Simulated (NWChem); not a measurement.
C2H5O2 cation; SMILES C(=O)[OH+]C

```xyz
9

C      0.1507     1.7751     0.1547
O     -0.3507     0.3903     0.1541
C      0.3955    -0.8579    -0.2077
O     -0.1719    -1.8628    -0.1419
H      1.1945     1.7200    -0.1756
H     -0.4569     2.3479    -0.5552
H      0.0816     2.1529     1.1811
H     -1.2809     0.2325     0.4233
H      1.4208    -0.5595    -0.4895
```
Atoms are numbered in this order, from 1.

Program: NWChem. Coordinates come from a PBE0/def2-SVP optimisation. Level: PBE0/def2-SVP with COSMO at NWChem's default radii, gas-phase geometry; the question gives the dielectric constant. Reactions with the solvent are ignored.

Q: What does the run give for dielectric constant 7.6? Quantities: electrostatic solvation energy (kcal/mol).

A: The electrostatic solvation energy (kcal/mol) is -61.9.
